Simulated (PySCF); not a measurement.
C2H6OSTe, SMILES CO[Te]SC.

Coordinates come from a PBE0-D3(BJ)/def2-SVP optimisation. This is a generated structure with no PubChem entry under its InChIKey; it may be hypothetical. The def2 effective core potentials stand for the cores of Te; spin–orbit coupling is left out. One conformer was computed; it need not be the lowest.

Level of theory: PBE/def2-TZVP run with PySCF.

Gas-phase values at a fixed geometry.

```
Property                                                                                                         Value
---------------------------------------------------------------------------------------------  -----------------------
total energy                                                                                        -820.97726 hartree
highest occupied level                                                                                        -5.21 eV
lowest empty level                                                                                            -2.38 eV
orbital gap                                                                                                    2.83 eV
dipole moment                                                                                                   0.80 D
quadrupole, principal values (traceless, Buckingham form, about the centre of nuclear charge)    -9.07, 2.29, 6.77 D·Å
mean static polarisability                                                                       91.3 bohr³ (13.53 Å³)
polarisability, principal values                                                               70.9, 85.5, 117.5 bohr³
```
